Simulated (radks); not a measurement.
Results of a calculation; reference values are marked as such.
Numerical settings for the iron ion Fe+, [Ar] 3d6 4s1. Level of theory: non-relativistic Kohn-Sham, PBE, spin-unpolarised, spherical densities, point nucleus (a radial shooting solver on a logarithmic mesh with Libxc functionals). The defaults (mesh step 0.008 in ln r, mesh end at 40 bohr or more with all orbitals vanishing there, Anderson mixing 0.5 over 9 steps, residual threshold near 1e-9 with the energy settled to 1e-9 hartree or 1e-11 of itself, here a cap of 52 iterations) give E = -1262.9794 hartree and 4s at -12.158 eV in 14 iterations. Run on one thread of a shared host, so times are rough (Intel(R) Xeon(R) Platinum 8488C): 0.13 s of CPU time, 0.13 s wall, 14 iterations on 2546 mesh points. Changes against that run (0 stands for a change within the tolerance of the run):

setting                    iterations         converged  E (mhartree)  e(4s) (meV)  CPU (s)
mesh step in ln r 0.005            14               yes             0            0      0.2
mesh step in ln r 0.12              2                no      diverged            -     0.01
mesh step in ln r 0.2               4                no      diverged            -     0.01
mesh end (bohr) 400                14               yes             0            0     0.14
mesh end (bohr) 1                  13  level above zero     +9.19e+04    +8.59e+05     0.09
residual threshold 1e-13           52                no             0            0      0.3
residual threshold 0.1             10               yes             0       -0.434     0.11
mixing 2.5                         15               yes             0            0     0.14
linear mixing, mixing 0.8          52                no     +7.46e+03    +1.89e+03     0.64
linear mixing, mixing 0.5          30               yes             0            0     0.19
mixing history 2                   27               yes             0            0     0.16
iteration cap 3                     3                no         +12.9    -1.37e+03     0.03

Settled on a wrong energy, with an occupied level pushed above zero by the early mesh end: mesh end (bohr) 1 (+91.9 hartree). Apart from these: no run marked as converged misses the energy by more than 1 mhartree. A mesh that ends early acts as a hard wall.
